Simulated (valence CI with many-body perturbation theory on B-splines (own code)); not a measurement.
**Energy levels of Hf XXIII**

Calculated by valence CI with perturbative core correlation (CI+MBPT): four valence electrons over a frozen Dirac-Fock core [Kr] 4d10, a basis of 8 s, 8 p, 9 d, 9 f, 6 g, 3 h, 2 i functions for each j, with the one-electron correlation potential Σ1, the two-electron term Σ2, the three-electron term Σ3, Breit, model QED; selected CI, second order for the rest, scaled by the run's own slope (own B-spline code, finite nucleus).

No measured levels were compared; by estimate terms of the open shell hold to a few per cent of their energy, and close levels can change places. Core correlation moves these levels by up to 3300 cm⁻¹, and in measured spectra 5 to 20 % of such shifts remained as error; rates that hang on mixing are uncertain with them. Only levels of the ground parity were solved; by the run's estimate the other parity begins above the list, which can be wrong where configurations are misplaced.

Levels 1 to 45 of 63, with energies above the lowest level, 4f⁴ ⁵I_4. "Leading %" is the weight of the configuration and term that name the level; weights of strongly mixed levels are sums over their largest components and can fall short. In the jj column 3d3/2^4 stands for four electrons in 3d with j = 3/2.

```csv
No.,Configuration,Term,J,E (cm⁻¹),Leading %,Second component,Leading jj
1,4f⁴,⁵I,4,0.0,85,13 % 4f⁴ ³H,4f5/2^4 (54 %)
2,4f⁴,⁵I,5,10868,93,7 % 4f⁴ ³H,4f5/2^3 4f7/2 (76 %)
3,4f⁴,⁵I,6,20621,92,5 % 4f⁴ ³K,4f5/2^2 4f7/2^2 (63 %)
4,4f⁴,⁵I,7,29001,82,15 % 4f⁴ ³K,4f5/2^2 4f7/2^2 (48 %)
5,4f⁴,⁵F,2,33017,48,18 % 4f⁴ ³D,4f5/2^4 (69 %)
6,4f⁴,⁵F,1,35864,83,16 % 4f⁴ ³D,4f5/2^3 4f7/2 (86 %)
7,4f⁴,⁵I,8,36321,68,25 % 4f⁴ ³K,4f5/2^2 4f7/2^2 (41 %)
8,4f⁴,³G,4,39313,28,20 % 4f⁴ ³H,4f5/2^3 4f7/2 (50 %)
9,4f⁴,⁵F,3,41818,74,12 % 4f⁴ ³G,4f5/2^3 4f7/2 (76 %)
10,4f⁴,⁵S,2,45111,58,18 % 4f⁴ ³P,4f5/2^3 4f7/2 (52 %)
11,4f⁴,⁵G,2,46079,63,15 % 4f⁴ ³F,4f5/2^3 4f7/2 (74 %)
12,4f⁴,⁵G,3,48550,58,26 % 4f⁴ ³G,4f5/2^3 4f7/2 (92 %)
13,4f⁴,³K,6,48666,88,6 % 4f⁴ ⁵I,4f5/2^2 4f7/2^2 (53 %)
14,4f⁴,³L,7,52435,48,35 % 4f⁴ ³K,4f5/2^3 4f7/2 (57 %)
15,4f⁴,⁵F,5,52443,41,28 % 4f⁴ ³G,4f5/2^2 4f7/2^2 (49 %)
16,4f⁴,⁵F,4,53339,68,15 % 4f⁴ ³H,4f5/2^2 4f7/2^2 (73 %)
17,4f⁴,³M,8,57032,32,21 % 4f⁴ ³L,4f5/2^3 4f7/2 (65 %)
18,4f⁴,⁵G,4,63007,68,23 % 4f⁴ ³H,4f5/2^2 4f7/2^2 (79 %)
19,4f⁴,⁵F,5,64031,45,26 % 4f⁴ ³H,4f5/2^2 4f7/2^2 (48 %)
20,4f⁴,³D,2,64814,32,21 % 4f⁴ ⁵F,4f5/2^2 4f7/2^2 (68 %)
21,4f⁴,³G,3,65247,58,27 % 4f⁴ ⁵G,4f5/2^2 4f7/2^2 (83 %)
22,4f⁴,³P,1,70067,57,30 % 4f⁴ ³D,4f5/2^2 4f7/2^2 (83 %)
23,4f⁴,¹D,2,72625,39,36 % 4f⁴ ³F,4f5/2^2 4f7/2^2 (57 %)
24,4f⁴,⁵G,5,73114,57,35 % 4f⁴ ³H,4f5/2^2 4f7/2^2 (56 %)
25,4f⁴,³L,8,73952,57,27 % 4f⁴ ¹L,4f5/2^2 4f7/2^2 (88 %)
26,4f⁴,⁵G,6,74299,58,33 % 4f⁴ ³H,4f5/2^2 4f7/2^2 (54 %)
27,4f⁴,³K,7,74311,47,46 % 4f⁴ ³L,4f5/2 4f7/2^3 (59 %)
28,4f⁴,³M,9,75197,55,45 % 4f⁴ ³L,4f5/2^2 4f7/2^2 (95 %)
29,4f⁴,³P,0,75274,86,14 % 4f⁴ ⁵D,4f5/2^2 4f7/2^2 (69 %)
30,4f⁴,³D,3,76129,55,24 % 4f⁴ ³F,4f5/2^2 4f7/2^2 (79 %)
31,4f⁴,³F,4,76195,57,11 % 4f⁴ ¹G,4f5/2^2 4f7/2^2 (72 %)
32,4f⁴,³I,5,76698,57,25 % 4f⁴ ¹H,4f5/2^3 4f7/2 (56 %)
33,4f⁴,³K,8,77838,39,37 % 4f⁴ ³M,4f5/2^2 4f7/2^2 (54 %)
34,4f⁴,⁵D,0,78432,66,33 % 4f⁴ ³P,4f5/2^2 4f7/2^2 (62 %)
35,4f⁴,³H,6,81264,42,31 % 4f⁴ ³I,4f5/2^2 4f7/2^2 (56 %)
36,4f⁴,³F,2,82037,57,17 % 4f⁴ ⁵G,4f5/2^2 4f7/2^2 (86 %)
37,4f⁴,⁵D,1,83248,85,14 % 4f⁴ ³P,4f5/2^3 4f7/2 (76 %)
38,4f⁴,³G,4,83510,60,16 % 4f⁴ ³H,4f5/2 4f7/2^3 (71 %)
39,4f⁴,³I,6,87944,39,38 % 4f⁴ ³H,4f5/2^2 4f7/2^2 (47 %)
40,4f⁴,³I,7,87944,74,19 % 4f⁴ ¹K,4f5/2^2 4f7/2^2 (70 %)
41,4f⁴,⁵D,2,88922,73,16 % 4f⁴ ³P,4f5/2^2 4f7/2^2 (54 %)
42,4f⁴,³M,10,89986,90,10 % 4f⁴ ¹N,4f5/2^2 4f7/2^2 (59 %)
43,4f⁴,³F,4,90835,36,17 % 4f⁴ ⁵D,4f5/2^3 4f7/2 (69 %)
44,4f⁴,³F,3,92231,45,25 % 4f⁴ ³D,4f5/2 4f7/2^3 (62 %)
45,4f⁴,³D,1,92481,54,37 % 4f⁴ ³P,4f5/2 4f7/2^3 (93 %)
```

Names give the largest LS component (configuration and term), which can be under half, so a name can repeat, a term be missing and a line seem to break the LS rules; names also repeat where a configuration has a term twice.

Where two levels of one J and parity lie close, their mixing, g and order are uncertain.

The ionisation energy to 4f³ ⁴I°9/2 of the next ion comes out as 628.08 eV (NIST: 650 ± 30 eV (theoretical)). All 63 levels together are meant to be complete up to 119250 cm⁻¹.
